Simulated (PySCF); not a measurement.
C5H4F4O2.
SMILES with atom numbers: `[F:1][C@H:2]1[CH:3]=[C:4]([O:5][C:6]([F:7])([F:8])[F:9])[CH2:10][O:11]1` (hydrogens: H12 on C2; H13 on C3; H14, H15 on C10)

Torsions of this conformer, `[F:1][C@H:2]1[CH:3]=[C:4]([O:5][C:6]([F:7])([F:8])[F:9])[CH2:10][O:11]1`: C3–C4–O5–C6 9°, C4–O5–C6–F7 179°.

The closed-shell ground state was solved at several levels (PySCF, density fitting, gas phase, non-relativistic). The structure is a single PBE0-D3(BJ)/def2-SVP conformer in the gas phase; no vibrational or solvent corrections.

```tsv
level	basis functions	HOMO (eV)	LUMO (eV)	gap (eV)	dipole (D)
wB97X-D/def2-SVPD	270	-9.88	1.33	11.21	1.62
wB97X-D/pcSseg-2	452	-9.79	1.41	11.20	1.60
B3LYP/pcJ-1	337	-7.74	-0.60	7.14	1.61
```

Question: What might PBE0/pcSseg-1 (207 basis functions) give for the same quantities?

Answer: HOMO -7.99 eV, LUMO -0.37 eV, gap 7.62 eV, dipole 1.61 D.

Question: How far do the dipole and the HOMO energy spread over the levels?

Answer: The dipole runs from 1.60 to 1.62 D (mean 1.61 D) and the HOMO from -9.88 to -7.74 eV.
